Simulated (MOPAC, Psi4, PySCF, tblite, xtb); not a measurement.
Dimer H8Ge3 ··· HF (SMILES [GeH3][GeH2][GeH3] and F) at R = 2.74 Å between the centres of mass, closest contact 2.60 Å (a higher rigid-body minimum at GFN2-xTB). Geometry in Å and degrees:

```
Ge
H 1 1.5422
H 1 1.5422 2 107.59
Ge 1 2.4381 2 109.56 3 -119.02
H 4 1.5393 1 111.25 2 59.09
H 4 1.5393 5 108.63 1 121.15
H 4 1.5394 5 108.63 6 117.71
Ge 1 2.4383 2 109.57 3 119.02
H 8 1.5393 1 111.26 2 -58.70
H 8 1.5393 9 108.63 1 121.15
H 8 1.5394 9 108.63 10 117.71
F 2 2.5960 1 87.15 3 -179.98
H 12 0.9245 2 121.45 1 178.41
```

Computed with: GFN2-xTB (tblite); SAPT0/jun-cc-pVDZ, frozen core (Psi4); B3LYP/def2-TZVP, counterpoise-corrected (Psi4); B3LYP-D3(BJ)/def2-TZVP, counterpoise-corrected (Psi4); PBE/def2-TZVP, counterpoise-corrected (Psi4); PBE-D3(BJ)/def2-TZVP, counterpoise-corrected (Psi4); HF/aug-cc-pVTZ, counterpoise-corrected (Psi4); MP2/aug-cc-pVTZ = Psi4 with DF-MP2/aug-cc-pVTZ, frozen core, counterpoise-corrected; SCS-MP2/aug-cc-pVTZ = DF-SCS-MP2/aug-cc-pVTZ, frozen core, counterpoise-corrected (Psi4 1.11); PM6, restricted, heats of formation (MOPAC); AM1, restricted, heats of formation (MOPAC); GFN1-xTB (xtb); RKS-B3LYP/6-31G* = restricted B3LYP/6-31G*, spherical d, no counterpoise correction (PySCF); RMP2/6-31G* = restricted MP2 (frozen core)/6-31G*, spherical d, no counterpoise correction (PySCF 2.14.0); RMP2/3-21G = PySCF with restricted MP2 (frozen core)/3-21G, no counterpoise correction.

Task: What interaction energy does each level give?

Result: 
```csv
method,E_int / kJ/mol
GFN1-xTB,-31.05
RMP2/3-21G,-30.72
GFN2-xTB,-25.60
RKS-B3LYP/6-31G*,-9.05
RMP2/6-31G*,-6.27
B3LYP-D3(BJ)/def2-TZVP,3.30
PBE-D3(BJ)/def2-TZVP,3.37
MP2/aug-cc-pVTZ,4.22
SAPT0/jun-cc-pVDZ,6.54
PM6,6.78
SCS-MP2/aug-cc-pVTZ,6.94
PBE/def2-TZVP,7.75
B3LYP/def2-TZVP,10.81
HF/aug-cc-pVTZ,15.35
AM1,24.02
```
